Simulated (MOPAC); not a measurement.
MOPAC input (PM7):

```
PM7 1SCF CHARGE=1 GEO-OK AUX(PRECISION=9) THREADS=1
HBClO

B     0.40892500 1   -0.17844500 1   -0.23361300 1
O     1.40812100 1   -0.53045100 1   -0.88620600 1
Cl   -0.90683700 1    0.37277000 1    0.54040000 1
H     2.10664000 1   -1.20124900 1   -0.92908100 1
```

From the output:

```
                                                       MOPAC v23.2.5 Linux

          FINAL HEAT OF FORMATION =         99.53089 KCAL/MOL =     416.43725 KJ/MOL

          COSMO AREA              =         83.97 SQUARE ANGSTROMS
          COSMO VOLUME            =         65.53 CUBIC ANGSTROMS

          IONIZATION POTENTIAL    =         17.473838 EV
          HOMO LUMO ENERGIES (EV) =        -17.474 -6.687
          NO. OF FILLED LEVELS    =          8
          MOLECULAR WEIGHT        =         63.2703         POINT GROUP:  Cs

          MOLECULAR DIMENSIONS (Angstroms)

            Atom       Atom       Distance
            H     4   Cl     3     3.70378
           Cl     3    O     2     0.42675
            O     2    B     1     0.00000

          SCF CALCULATIONS        =          1

   ATOM   CHEMICAL          X               Y               Z
  NUMBER   SYMBOL      (ANGSTROMS)     (ANGSTROMS)     (ANGSTROMS)

     1       B          0.40892500  *  -0.17844500  *  -0.23361300  *
     2       O          1.40812100  *  -0.53045100  *  -0.88620600  *
     3      Cl         -0.90683700  *   0.37277000  *   0.54040000  *
     4       H          2.10664000  *  -1.20124900  *  -0.92908100  *

                             CARTESIAN COORDINATES

   1    B        0.408925000    -0.178445000    -0.233613000
   2    O        1.408121000    -0.530451000    -0.886206000
   3   Cl       -0.906837000     0.372770000     0.540400000
   4    H        2.106640000    -1.201249000    -0.929081000

           Empirical Formula: H O B Cl  =     4 atoms

      MOLECULAR POINT GROUP   :   Cs

                  EIGENVALUES
 -37.35355 -31.24609 -26.39165 -21.49735 -21.21071 -20.58034 -17.52515 -17.47384
  -6.68702  -6.50489  -5.19579  -3.71858  -0.48978  60.55816  60.74039  60.75174
  61.47182  61.47188

              NET ATOMIC CHARGES AND DIPOLE CONTRIBUTIONS

  ATOM NO.   TYPE          CHARGE      No. of ELECS.   s-Pop       p-Pop       d-Pop
    1          B           0.842789        2.1572     0.71598     1.44123
    2          O          -0.508394        6.5084     1.63860     4.86980
    3         Cl           0.191532        6.8085     1.98720     4.81852     0.00275
    4          H           0.474073        0.5259     0.52593
 DIPOLE           X         Y         Z       TOTAL
 POINT-CHG.     2.413    -1.940    -0.515     3.139
 HYBRID         0.840    -0.388    -0.459     1.033
 SUM            3.253    -2.328    -0.974     4.118

          ATOMIC ORBITAL ELECTRON POPULATIONS

     Atom    s        px        py        pz      x^2-y^2     xz        z^2       yz        xy
    1  B   0.71598   0.58676   0.42024   0.43423
    2  O   1.63860   1.53070   1.62346   1.71564
    3 Cl   1.98720   1.38963   1.75696   1.67193   0.00063   0.00107   0.00022   0.00024   0.00059
    4  H   0.52593

 **********************
 *                    *
 * JOB ENDED NORMALLY *
 *                    *
 **********************

 == MOPAC DONE ==
```

The dipole moment of an ion depends on the origin.

The geometry given is a B3LYP-D3(BJ)/def2-TZVP minimum.
